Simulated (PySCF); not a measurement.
A structure optimised at PBE0-D3(BJ)/def2-SVP (Å):
```
atom  x, y, z in Å
C1     2.026    1.199    0.405
O2     1.101    0.286    0.929
Si3    0.125   -0.710    0.034
C4    -1.581   -1.006    0.640
C5    -1.486   -0.087   -0.620
H6     2.504    1.733    1.240
H7     1.545    1.948   -0.250
H8     2.822    0.696   -0.175
H9     0.885   -1.749   -0.705
H10   -1.904   -0.512    1.563
H11   -2.061   -1.981    0.500
H12   -1.907   -0.486   -1.550
H13   -1.762    0.962   -0.460
```

Charge 0, singlet.

Question: Read off the bonds between heavy atoms and their formal orders.

Answer: C1–O2 1.40 Å (single); O2–Si3 1.66 Å (single); Si3–C4 1.83 Å (single); C4–C5 1.56 Å (single); Si3–C5 1.85 Å (single). Bonds to hydrogen (Å): C1–H6 1.10; C1–H7 1.11; C1–H8 1.11; Si3–H9 1.48; C4–H10 1.10; C4–H11 1.10; C5–H12 1.10; C5–H13 1.10.

Question: Write the SMILES.

Answer: `CO[SiH]1CC1`, C3H8OSi. Among its features: Si–H bond and C–Si bond.

Question: What is the point group of this geometry?

Answer: C1 (no symmetry element, even within 0.4 Å).

Question: Which rings does it hold (smallest set)?

Answer: Si3–C4–C5 (3 members).

Question: Describe the place of each heavy atom.

Answer: C1: methoxy carbon; O2: silyl ether oxygen; Si3: oxygen-bound silicon; C4/C5: sp3 carbon bound to silicon.

Question: What is the arrangement about O2?

Answer: It has 2 neighbours (C1, Si3) and is bent (angle 125.3°).

Question: What is the arrangement about C4?

Answer: It has 4 neighbours (Si3, C5, H10, H11) and has angles from 65.3° to 120.6°.

The numbers are calculated, not measured.
